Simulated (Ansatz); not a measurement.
Reaction (formal exchange of groups at a C–O bond): `O[CH2][In]([OH])[Cl]` + CH₄ → `C[CH2][In]([OH])[Cl]` + H₂O

Program: Ansatz. Geometries: PBE0-D4/def2-TZVP. ΔE: electronic, gas phase. CCSD(T)/CBS is the MP2 limit (def2-TZVPP, def2-QZVPP) plus CCSD(T) − MP2 in def2-TZVPP, frozen cores. This one scheme is used for every species. Functionals use def2-TZVPP. B3LYP here is the variant with VWN-RPA as its local correlation; programs differ in this. HSE06 is defined as in plane-wave codes. Elements past krypton have def2 core potentials. For In outer-core shells are correlated without core-valence functions, which leaves a few kJ/mol of doubt a bond. One conformer a species, not always the lowest.

```json
{"level": "revPBE-D4", "ΔE (kJ/mol)": "-35.2", "difference from CCSD(T)/CBS": "20.9"}
{"level": "HSE06-D4", "ΔE (kJ/mol)": "-42.9", "difference from CCSD(T)/CBS": "13.2"}
{"level": "ωB97M-V", "ΔE (kJ/mol)": "-44.9", "difference from CCSD(T)/CBS": "11.2"}
{"level": "PBE-QIDH", "ΔE (kJ/mol)": "-51.9", "difference from CCSD(T)/CBS": "4.2"}
{"level": "revPBE", "ΔE (kJ/mol)": "-32.2", "difference from CCSD(T)/CBS": "23.9"}
{"level": "r2SCAN", "ΔE (kJ/mol)": "-35.4", "difference from CCSD(T)/CBS": "20.7"}
{"level": "B3LYP", "ΔE (kJ/mol)": "-33.7", "difference from CCSD(T)/CBS": "22.4"}
{"level": "r2SCANh", "ΔE (kJ/mol)": "-38.7", "difference from CCSD(T)/CBS": "17.4"}
{"level": "CCSD/def2-SVP", "ΔE (kJ/mol)": "-44.0", "difference from CCSD(T)/CBS": "12.1"}
{"level": "HF/def2-QZVPP", "ΔE (kJ/mol)": "-47.3", "difference from CCSD(T)/CBS": "8.8"}
{"level": "CCSD(T)/CBS", "ΔE (kJ/mol)": "-56.1", "difference from CCSD(T)/CBS": "0"}
```

Largest T1 diagnostic among the species: 0.015.

Leaving LDA and LC-ωPBE aside and taking each functional with its dispersion term where it has one, the values, not all of them listed here, spread over 23.0 kJ/mol, from PBE-QIDH to BLYP-D4. From PBE to PBE0 (25 % exact exchange), in def2-TZVPP and without D4, ΔE moves by −9.3 kJ/mol.

CCSD(T)/CBS has its own doubt, a few kJ/mol and more with outer-core shells, so smaller differences from it don't rank the levels.
